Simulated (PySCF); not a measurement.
Ta (tantalum, neutral) across methods

[Xe] 4f14 5d4 6s1, high-spin 6D determinant (an excited configuration). Computed with PySCF 2.14 in x2c-TZVPPall, with scalar relativity by spin-free X2C-1e. The B2PLYP total includes its PT2 part (frozen core); its orbital energies are those of the SCF part.

```tsv
method	E (hartree)	mean ε 4f β (eV)	mean ε 6s α (eV)	mean ε 5d α (eV)	Σ⟨r²⟩ (bohr²)	⟨S²⟩
revPBE	-15605.62	-22.630	-5.516	-3.301	67.96	8.752
UHF	-15599.99600	-37.975	-7.515	-7.108	67.20	8.759
PBE0	-15604.96	-26.627	-6.128	-4.352	67.28	8.753
LDA	-15595.10	-23.003	-5.726	-3.414	67.83	8.751
PW91	-15606.80	-22.775	-5.619	-3.380	67.95	8.752
PBE	-15605.19	-22.684	-5.555	-3.328	68.03	8.752
B2PLYP	-15603.88	-30.748	-6.496	-5.183	67.37	8.753
```

Problem. Estimate the same row for r2SCAN.

Solution. E (hartree) = -15605.30; mean ε 4f β (eV) = -22.778; mean ε 6s α (eV) = -5.791; mean ε 5d α (eV) = -3.503; Σ⟨r²⟩ (bohr²) = 67.02; ⟨S²⟩ = 8.754.

Spin-orbit coupling, absent here, splits the open shell strongly.
